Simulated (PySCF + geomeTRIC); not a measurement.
The multiplicity is imposed and other spin states were not computed.

Method: BP86-D3(BJ)/def2-SVP run with PySCF + geomeTRIC. fastk is a local helper that only speeds up exchange builds. No frequencies were computed at this level.

```python
import json, numpy as np
from pyscf import gto, dft
from fastk import lowrank_exchange
atoms = """
Mo    -0.004279     0.025803    -0.001262
O      2.150712     0.312002    -2.236007
C      1.364184     0.232991    -1.421380
O     -2.231433    -0.160855    -2.175055
C     -1.423789    -0.069098    -1.382735
O     -2.147223    -0.379428     2.226619
C     -1.370228    -0.207028     1.417240
O      2.232994     0.100567     2.168910
C      1.416993     0.097244     1.379804
O      0.328722    -3.065309    -0.159494
C      0.207451    -1.937093    -0.101824
N     -0.326390     3.012068     0.150695
N     -0.207873     1.912761     0.094926
"""
def scf(charge, spin, dm0=None):
    mol = gto.M(atom=atoms, basis='def2-svp', ecp={'Mo': 'def2-svp'}, charge=charge, spin=spin, verbose=3, max_memory=15120)
    mf = dft.KS(mol, xc='bp86').density_fit(auxbasis="def2-universal-jkfit")
    mf.disp = 'd3bj'
    mf.grids.level = 3
    mf.conv_tol = 1e-8
    mf.max_cycle = 120
    mf.level_shift = 0.25
    mf.kernel(dm0)
    if not mf.converged:
        mf = mf.newton().run(mf.mo_coeff, mf.mo_occ).undo_soscf()
    return mf
mf = scf(0, 0)
from pyscf.geomopt.geometric_solver import kernel as optimize
path = []
done, mol = optimize(mf, maxsteps=120, assert_convergence=False, callback=lambda env: path.append((env["energy"], bool(env["g_scanner"].converged))))
res = dict(converged=bool(done and path[-1][1]), energy=path[-1][0], path=[e for e, c in path], xyz=mol.atom_coords(unit="Angstrom").tolist(), nao=mol.nao)
json.dump(res, open("result.json", "w"))
```

Output:

```
converged SCF energy = -744.150685337195
Geometry optimization cycle 1
converged SCF energy = -744.150685288111
cycle 1: E = -744.150685288  dE = -744.151  norm(grad) = 0.154842
Geometry optimization cycle 2
converged SCF energy = -744.182155808165
cycle 2: E = -744.182155808  dE = -0.0314705  norm(grad) = 0.0374934
Geometry optimization cycle 3
converged SCF energy = -744.18295539822
cycle 3: E = -744.182955398  dE = -0.00079959  norm(grad) = 0.0134912
Geometry optimization cycle 4
converged SCF energy = -744.182998948771
cycle 4: E = -744.182998949  dE = -4.35506e-05  norm(grad) = 0.0114118
Geometry optimization cycle 5
converged SCF energy = -744.183134911258
cycle 5: E = -744.183134911  dE = -0.000135962  norm(grad) = 0.0036347
Geometry optimization cycle 6
converged SCF energy = -744.183142398472
cycle 6: E = -744.183142398  dE = -7.48721e-06  norm(grad) = 0.00051397
Geometry optimization cycle 7
converged SCF energy = -744.183141933874
cycle 7: E = -744.183141934  dE = 4.64598e-07  norm(grad) = 0.000586064
Geometry optimization cycle 8
converged SCF energy = -744.18314284409
cycle 8: E = -744.183142844  dE = -9.10215e-07  norm(grad) = 0.00019205
Geometry optimization cycle 9
converged SCF energy = -744.183142693875
cycle 9: E = -744.183142694  dE = 1.50214e-07  norm(grad) = 0.000181412
Geometry optimization cycle 10
converged SCF energy = -744.183142496226
cycle 10: E = -744.183142496  dE = 1.97649e-07  norm(grad) = 0.000148809
<class 'geometric.internal.Distance'> : 12
<class 'geometric.internal.Angle'> : 3
<class 'geometric.internal.LinearAngle'> : 18
<class 'geometric.internal.OutOfPlane'> : 12
<class 'geometric.internal.TranslationX'> : 1
<class 'geometric.internal.TranslationY'> : 1
<class 'geometric.internal.TranslationZ'> : 1
<class 'geometric.internal.RotationA'> : 1
<class 'geometric.internal.RotationB'> : 1
<class 'geometric.internal.RotationC'> : 1
Step    0 : Gradient = 4.295e-02/6.910e-02 (rms/max) Energy = -744.1506852881
Step    1 : Displace = 1.015e-01/1.739e-01 (rms/max) Trust = 1.000e-01 (=) Grad = 1.040e-02/1.638e-02 (rms/max) E (change) = -744.1821558082 (-3.147e-02) Quality = 0.770
Step    2 : Displace = 2.255e-02/3.749e-02 (rms/max) Trust = 1.414e-01 (+) Grad = 3.742e-03/9.564e-03 (rms/max) E (change) = -744.1829553982 (-7.996e-04) Quality = 1.213
Step    3 : Displace = 3.600e-02/6.387e-02 (rms/max) Trust = 2.000e-01 (+) Grad = 3.165e-03/4.236e-03 (rms/max) E (change) = -744.1829989488 (-4.355e-05) Quality = 0.172
Step    4 : Displace = 1.898e-02/3.354e-02 (rms/max) Trust = 1.800e-02 (-) Grad = 1.008e-03/1.537e-03 (rms/max) E (change) = -744.1831349113 (-1.360e-04) Quality = 1.016
Step    5 : Displace = 4.199e-03/6.697e-03 (rms/max) Trust = 2.546e-02 (+) Grad = 1.425e-04/2.488e-04 (rms/max) E (change) = -744.1831423985 (-7.487e-06) Quality = 0.958
Step    6 : Displace = 3.472e-03/6.305e-03 (rms/max) Trust = 3.600e-02 (+) Grad = 1.625e-04/2.699e-04 (rms/max) E (change) = -744.1831419339 (+4.646e-07) Quality = -0.301
Step    7 : Displace = 1.612e-03/2.947e-03 (rms/max) Trust = 1.736e-03 (-) Grad = 5.327e-05/8.778e-05 (rms/max) E (change) = -744.1831428441 (-9.102e-07) Quality = 1.012
Step    8 : Displace = 1.050e-03/1.914e-03 (rms/max) Trust = 2.455e-03 (+) Grad = 5.031e-05/9.617e-05 (rms/max) E (change) = -744.1831426939 (+1.502e-07) Quality = -0.254
Step    9 : Displace = 5.377e-04/1.068e-03 (rms/max) Trust = 5.251e-04 (-) Grad = 4.127e-05/7.780e-05 (rms/max) E (change) = -744.1831424962 (+1.976e-07) Quality = -0.302
Converged! =D
```

Cost: roughly 12 core-minutes.
